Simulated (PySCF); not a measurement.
Zn2: a base run and its variants

Base input, run as `python input.py` with PySCF 2.14:

```python
from pyscf import gto, scf, mp

mol = gto.M(
    atom='Zn 0 0 0; Zn 0 0 2.499',
    basis='pcseg-1',
    charge=0,
    spin=0,
    verbose=4,
)
mf = scf.RHF(mol)
mf.kernel()
mp.MP2(mf, frozen=10).kernel()
mf.dip_moment()
print('orbital energies (hartree):', mf.mo_energy[..., max(0, mol.nelec[1]-3):mol.nelec[0]+3].round(4))
```

Base result: E(SCF) = -3555.113301 Eh, 8 cycles, E(MP2) − E(SCF) = -0.60033 Eh, μz(SCF) = 0.00 D. Stability towards an unrestricted solution was not tested. The bond length is a typed value, not an optimised one.

Wall time 1.4 s on one thread of a shared host.

Each row names what differs from the base; energies in brackets are changes from the base.

```tsv
change	result
basis set: pcseg-1 → 6-31g(3d) [unsound on purpose]	stops with BasisNotFoundError (Basis set not found for Zn in 6-31g(3d))
PCM solvent, dielectric constant: none → 20.5; step after the SCF: mp2 → analyze	E(SCF) = -3555.124066 Eh (-0.2929 eV), 8 cycles, μz(SCF) = 0.00 D
basis set: pcseg-1 → sbkjc; core potential: off → on; frozen orbitals: 10 → 0	E(SCF) = -449.871922 Eh, 12 cycles, E(MP2) − E(SCF) = -0.86388 Eh, μz(SCF) = 0.00 D
spin-free X2C: off → on [basis contracted without relativity]	E(SCF) = -3581.607655 Eh, 8 cycles, E(MP2) − E(SCF) = -0.59760 Eh, μz(SCF) = 0.00 D
electric field along z (a.u.): none → 0.05 [may be another electronic state]	E(SCF) = -3555.243820 Eh (-3.5516 eV), 10 cycles, E(MP2) − E(SCF) = -0.58622 Eh, μz(SCF) = 12.28 D
spin (2S): 0 → 1 [unsound on purpose] [runs as restricted open-shell]	stops with RuntimeError (Electron number 60 and spin 1 are not consistent)
functional: none (Hartree–Fock) → m11; SCF type: RHF → RKS; step after the SCF: mp2 → analyze	stops with KeyError ("LibXCFunctional: name 'M11' not found.")
electric field along z (a.u.): none → 0.01	E(SCF) = -3555.118975 Eh (-0.1544 eV), 9 cycles, E(MP2) − E(SCF) = -0.59948 Eh, μz(SCF) = 2.87 D
geometry: bond 2.499 → bond 2.199	E(SCF) = -3555.081248 Eh (+0.8722 eV), 8 cycles, E(MP2) − E(SCF) = -0.61220 Eh, μz(SCF) = 0.00 D
functional: none (Hartree–Fock) → b3pw91; SCF type: RHF → RKS; step after the SCF: mp2 → analyze	E(SCF) = -3558.407344 Eh, 8 cycles, μz(SCF) = 0.00 D
basis set: pcseg-1 → 3-21g	E(SCF) = -3537.886027 Eh, 8 cycles, E(MP2) − E(SCF) = -0.43185 Eh, μz(SCF) = 0.00 D
length unit: angstrom → bohr [unsound on purpose]	E(SCF) = -3554.143763 Eh (+26.3825 eV), 8 cycles, E(MP2) − E(SCF) = -0.61523 Eh, μz(SCF) = 0.00 D
spin (2S): 0 → 62 [unsound on purpose] [runs as restricted open-shell]	stops with AssertionError
damping: none → 0.8	E(SCF) = -3555.113301 Eh (+0.0000 eV), 14 cycles, E(MP2) − E(SCF) = -0.60033 Eh, μz(SCF) = 0.00 D
geometry: bond 2.499 → bond 1.999	E(SCF) = -3555.035926 Eh (+2.1055 eV), 9 cycles, E(MP2) − E(SCF) = -0.62040 Eh, μz(SCF) = 0.00 D
functional: none (Hartree–Fock) → camb3lyp; SCF type: RHF → RKS; step after the SCF: mp2 → analyze	E(SCF) = -3558.610046 Eh, 8 cycles, μz(SCF) = 0.00 D
spin (2S): 0 → 2; SCF type: RHF → UHF [a high spin state]	E(SCF) = -3555.022361 Eh (+2.4746 eV), 10 cycles, E(MP2) − E(SCF) = -0.57461 Eh, ⟨S²⟩ = 2.017, μz(SCF) = 0.00 D
```

**Question.** Order these changes by how far they move the SCF energy from the base, largest first: (1) PCM solvent, dielectric constant: none → 20.5; step after the SCF: mp2 → analyze; (2) electric field along z (a.u.): none → 0.05; (3) geometry: bond 2.499 → bond 1.999; (4) geometry: bond 2.499 → bond 2.199.

**Answer.** (2) -3.5516 eV, (3) +2.1055 eV, (4) +0.8722 eV, (1) -0.2929 eV.
